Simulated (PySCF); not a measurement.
# C₆ coefficients of unlike pairs at PBE0

Calculated with PySCF 2.14 from the dipole response of each species, C₆(A,B) = (3/π) ∫ α_A(iu) α_B(iu) du, in atomic units, from isotropic polarisabilities. For ions this is the dispersion term alone; charge-induced terms of lower order in 1/R come first.

| species | configuration | basis | relativity | α (bohr³) | C₆ (like pair) |
| --- | --- | --- | --- | --- | --- |
| Ti⁺ | [Ar] 3d2 4s1 (4F) | aug-cc-pVDZ-DK (7s6p4d2f) | spin-free X2C | 49.44 | 310.6 |
| Al | [Ne] 3s2 3p1 (2P) | aug-cc-pV(Q+d)Z with one added diffuse shell each of s, p, d, f, g type (8s7p6d4f3g) | none | 62.46 | 554.2 |
| Sn²⁺ | [Kr] 4d10 5s2 (1S) | aug-cc-pwCVTZ-DK3 (10s9p7d4f1g) | spin-free X2C | 15.56 | 88.06 |

Q: Estimate C₆ for Sn²⁺ with Ti⁺.

A: The integral gives 148.8. The combination rule 2 C_A C_B / (C_A α_B/α_A + C_B α_A/α_B) gives 144.9 and the geometric mean 165.4.

No spin-orbit coupling is included.

The other pairs:

```json
{"pair": "Al, Ti⁺", "C₆": "413.3"}
{"pair": "Sn²⁺, Al", "C₆": "198.4"}
```
